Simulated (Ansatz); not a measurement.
Consider the redistribution: `[F][Zr]([F])([SeH])[SeH]` + `O=C(O)O[SiH3]` → `O=C([SeH])O[SiH3]` + `[OH][Zr]([F])([F])[SeH]`.

Program: Ansatz. Geometries: PBE0-D4/def2-TZVP. ΔE: electronic, gas phase. CCSD(T)/CBS adds triple-zeta CCSD(T) − MP2 to the extrapolated MP2 energy (def2 sets, frozen cores). DFT in def2-TZVPP. B3LYP here is the variant with VWN-RPA as its local correlation; programs differ in this. def2 core potentials past Kr. For Se, Zr outer-core shells are correlated without core-valence functions, which leaves a few kJ/mol of doubt a bond. Scalar relativity is left out up to krypton. Each species was taken in one conformer, which may not be the lowest.

`[F][Zr]([F])([SeH])[SeH]`:

Cartesian coordinates in Å:
```
F -0.491 1.956 -1.199
Zr 0.098 0.381 -0.341
F 1.956 0.439 -0.006
Se -0.552 -1.663 -1.740
Se -1.140 0.056 1.887
H 0.525 -2.378 -1.030
H -0.396 1.209 2.429
```

`O=C(O)O[SiH3]`:

```xyz
9

O     0.342   -1.533   -0.302
C     0.343   -0.488   -0.899
O     0.691   -0.340   -2.176
O    -0.001    0.679   -0.381
Si   -0.477    0.690    1.244
H     0.930   -1.218   -2.497
H    -1.683   -0.146    1.426
H    -0.783    2.118    1.482
H     0.638    0.238    2.103
```

`O=C([SeH])O[SiH3]`:

Z-matrix (Å, degrees):
```
Si
O 1 1.702
H 1 1.478 2 110.0
H 1 1.478 2 110.0 3 123.7
H 1 1.479 2 102.4 3 -118.1
C 2 1.330 1 116.9 3 -61.8
Se 6 1.917 2 113.8 1 180.0
O 6 1.197 2 124.4 1 -0.0
H 7 1.467 6 94.7 2 0.0
```

`[OH][Zr]([F])([F])[SeH]`:

Cartesian coordinates in Å:
```
O -0.498 -0.321 -1.759
Zr -0.284 -0.245 0.119
F -1.851 0.389 0.987
F 0.122 -1.948 0.857
Se 1.684 1.392 0.515
H -0.700 -0.446 -2.683
H 1.526 1.179 1.964
```

```json
{"level": "PBE-D4", "ΔE (kJ/mol)": "-12.6", "difference from CCSD(T)/CBS": "-0.9"}
{"level": "r2SCAN-D4", "ΔE (kJ/mol)": "-7.8", "difference from CCSD(T)/CBS": "3.9"}
{"level": "B3LYP-D4", "ΔE (kJ/mol)": "-16.5", "difference from CCSD(T)/CBS": "-4.8"}
{"level": "ωB97M-V", "ΔE (kJ/mol)": "-11.0", "difference from CCSD(T)/CBS": "0.7"}
{"level": "B2PLYP", "ΔE (kJ/mol)": "-13.9", "difference from CCSD(T)/CBS": "-2.2"}
{"level": "PBE", "ΔE (kJ/mol)": "-11.7", "difference from CCSD(T)/CBS": "0.0"}
{"level": "PBE0", "ΔE (kJ/mol)": "-1.5", "difference from CCSD(T)/CBS": "10.2"}
{"level": "HF/def2-TZVPP", "ΔE (kJ/mol)": "7.0", "difference from CCSD(T)/CBS": "18.7"}
{"level": "SCS-MP2/def2-TZVPP", "ΔE (kJ/mol)": "-14.7", "difference from CCSD(T)/CBS": "-3.0"}
{"level": "CCSD/def2-TZVPP", "ΔE (kJ/mol)": "-8.3", "difference from CCSD(T)/CBS": "3.4"}
{"level": "CCSD(T)/def2-TZVPP", "ΔE (kJ/mol)": "-9.3", "difference from CCSD(T)/CBS": "2.4"}
{"level": "HF/def2-QZVPP", "ΔE (kJ/mol)": "6.2", "difference from CCSD(T)/CBS": "17.9"}
{"level": "MP2/def2-QZVPP", "ΔE (kJ/mol)": "-13.9", "difference from CCSD(T)/CBS": "-2.2"}
{"level": "HF/CBS(def2)", "ΔE (kJ/mol)": "6.1", "difference from CCSD(T)/CBS": "17.8"}
{"level": "MP2/CBS(def2)", "ΔE (kJ/mol)": "-14.7", "difference from CCSD(T)/CBS": "-3.0"}
{"level": "CCSD/CBS(def2)", "ΔE (kJ/mol)": "-10.7", "difference from CCSD(T)/CBS": "1.0"}
{"level": "CCSD(T)/CBS", "ΔE (kJ/mol)": "-11.7", "difference from CCSD(T)/CBS": "0"}
```

Largest T1 diagnostic among the species: 0.016.

In def2-TZVPP, CCSD(T) changes the Hartree–Fock value by −16.2 kJ/mol (the triples alone add −0.9 kJ/mol) and MP2 by −19.2 kJ/mol. From PBE to PBE0 (25 % exact exchange), in def2-TZVPP and without D4, ΔE moves by +10.2 kJ/mol.

CCSD(T)/CBS has its own doubt, a few kJ/mol and more with outer-core shells, so smaller differences from it don't rank the levels.
